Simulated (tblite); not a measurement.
A tight-binding relaxation on `C[C@]1(B(F)F)C/C1=C\CCl`.

Computed with GFN2-xTB geometry optimisation, gas phase (tblite 0.8.0). Start geometry: from a force field or distance geometry. A driver script takes a list of jobs; this job's settings line and coordinates (Å) are shown.

Command:
```bash
OMP_NUM_THREADS=1 python probes_run.py task.json out
```

Input:
```
{"job": {"kind": "relax", "xc": "GFN2-xTB", "basis": "xTB"}, "charge": 0, "multiplicity": 1}
C     -1.749200    -1.322200    -0.116800
C     -1.095200     0.040900    -0.273700
B     -1.920300     1.237400     0.307900
F     -3.376600     1.293400     0.085900
F     -1.299400     2.324900     1.010600
C     -0.364800     0.210700    -1.578400
C      0.388600     0.100800    -0.296300
C      1.605000     0.084200     0.302000
C      2.820600     0.217100    -0.535600
Cl     3.853900    -1.205300    -0.364500
H     -2.810700    -1.223300    -0.437800
H     -1.669200    -1.725900     0.906300
H     -1.272000    -1.992900    -0.815200
H     -0.192600    -0.684000    -2.222300
H     -0.466500     1.204400    -2.067100
H      1.655500    -0.039200     1.406100
H      2.544100     0.328000    -1.594800
H      3.340200     1.157400    -0.257400
```

Output:
```
step      E/eV     max force
  0    -875.72736    3.808
  1    -876.26948    2.656
  2    -876.41742    3.684
  3    -876.57523    0.818
  4    -876.61560    0.437
  5    -876.64855    0.310
  6    -876.65497    0.252
  7    -876.66675    0.231
  8    -876.67300    0.263
  9    -876.67994    0.179
... (78 lines left out)
 88    -876.82104    0.024
 89    -876.82110    0.025
 90    -876.82119    0.029
 91    -876.82129    0.033
 92    -876.82139    0.031
 93    -876.82147    0.025
 94    -876.82154    0.021
 95    -876.82159    0.015
 96    -876.82163    0.011
 97    -876.82166    0.009
```

«max force» is the largest atomic force in eV/Å.

**Question.** From which step on does the largest force stay under 0.1 eV/Å, and how much energy is left to gain from there?

**Answer.** From step 50 (0.083 eV/Å), 8.9 meV above the end.

Main results: energy lowered by 25.2 kcal/mol over 97 steps; largest atomic force 0.009 eV/Å at the end.

**Question.** Give the final coordinates.

**Answer.** 0.417 Å rms from the input after alignment:
```
atom  x, y, z in Å
C1    -1.6980   -1.3517   -0.1352
C2    -1.1337    0.0456   -0.3461
B3    -1.9002    1.2363    0.2935
F4    -2.9366    1.0850    1.0960
F5    -1.5573    2.4967    0.0909
C6    -0.3805    0.3006   -1.6678
C7     0.3478    0.1535   -0.4217
C8     1.4819    0.1102    0.2346
C9     2.8067    0.2356   -0.4345
Cl10   3.6248   -1.3691   -0.4529
H11   -2.6620   -1.4482   -0.6309
H12   -1.8413   -1.5411    0.9260
H13   -1.0189   -2.1016   -0.5336
H14   -0.3578   -0.5105   -2.3815
H15   -0.4598    1.2813   -2.1145
H16    1.4967   -0.0696    1.3006
H17    2.7076    0.5475   -1.4729
H18    3.4717    0.9058    0.1089
```

Time: 0.71 s of wall time. Hardware: an Arm Neoverse V2 with one thread, no GPU, shared host.
Labels such as C1 count atoms from 1, the log's own numbers from 0.
